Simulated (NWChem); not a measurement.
**Correlation energy of CH₃Si**

```xyz
5

C      0.3487     1.0468     0.0000
Si    -0.2759    -0.5491     0.0000
H     -0.2837     1.9385     0.0000
H      1.4317     1.2223     0.0000
H      0.6217    -1.7543     0.0000
```
Charge 0, spin multiplicity 2.

The numbers come from NWChem runs, not from measurements. All single points use one geometry, from UPBE0/def2-SVP, a minimum by its harmonic frequencies.

Basis set: 3-21G. Each correlation energy counts from its own Hartree-Fock reference.

```json
[
 {"method": "UMP2", "correlation energy (mHa)": "-116.4", "remark": "spin-contaminated"},
 {"method": "SCS-UMP2", "correlation energy (mHa)": "-119.0", "remark": "spin-contaminated"},
 {"method": "CCSD on UHF", "correlation energy (mHa)": "-154.8", "remark": "spin-contaminated"},
 {"method": "CCSD[T] on UHF", "correlation energy (mHa)": "-160.6", "remark": "spin-contaminated"},
 {"method": "CCSD(T) on UHF", "correlation energy (mHa)": "-159.5", "remark": "spin-contaminated"},
 {"method": "CCSD on ROHF", "correlation energy (mHa)": "-170.1", "remark": "-"},
 {"method": "CCSD[T] on ROHF", "correlation energy (mHa)": "-176.1", "remark": "-"},
 {"method": "CCSD(T) on ROHF", "correlation energy (mHa)": "-175.7", "remark": "-"},
 {"method": "CCSDT on ROHF", "correlation energy (mHa)": "-176.1", "remark": "large amplitudes"}
]
```

The values span 59.8 mHa, from CCSDT on ROHF (lowest) to UMP2 (highest). 

The correlated methods keep 6 core orbitals frozen. The structure started from a generated list of species. The unpaired electrons of the parent sit in orbitals of symmetry a' (Cs labels of the run); other states weren't searched. The stability of the SCF solutions was not checked. Open-shell Hartree-Fock references start from PBE0 orbitals. No row is a measurement; the coupled-cluster row has its own basis-set and correlation limits.
